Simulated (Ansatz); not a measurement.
Compare A (`FC[C]1=[C]([SiH3])[AlH]1`) with its isomer B (`C=[C]1[Al]([CH3])[SiH]1F`).

Calculated with Ansatz (gas phase, PBE0-D4/def2-TZVP geometries, no zero-point term in ΔE). CCSD(T)/CBS adds triple-zeta CCSD(T) − MP2 to the extrapolated MP2 energy (def2 sets, frozen cores). DFT in def2-TZVPP. B3LYP here is the variant with VWN-RPA as its local correlation; programs differ in this. One conformer a species, not always the lowest.

Task: Which isomer does CCSD(T)/CBS put lower? Give the gap. (Estimate.)

Result: Ansatz gave: B, by 212.7 kJ/mol.

Task: Give E(B) − E(A) in kJ/mol with HF/def2-TZVPP, ωB97M-V, CCSD(T)/def2-TZVPP, PBE0-D4, B3LYP-D4, CCSD/def2-TZVPP, r2SCAN-D4. (Estimate.)

Result: Ansatz gave: HF/def2-TZVPP -173.8, ωB97M-V -201.8, CCSD(T)/def2-TZVPP -208.2, PBE0-D4 -215.6, B3LYP-D4 -209.2, CCSD/def2-TZVPP -203.1, r2SCAN-D4 -221.0. None reverses the order clearly.

Largest T1 diagnostic: 0.015.

The D4 term adds +4.1 kJ/mol with B3LYP and +2.1 kJ/mol with PBE0; it sums over pairs of atoms, weighted by their polarisabilities, and B3LYP, whose exchange is more repulsive, gets the larger term. From PBE to PBE0 (25 % exact exchange), in def2-TZVPP and without D4, E(B) − E(A) moves by +9.1 kJ/mol.
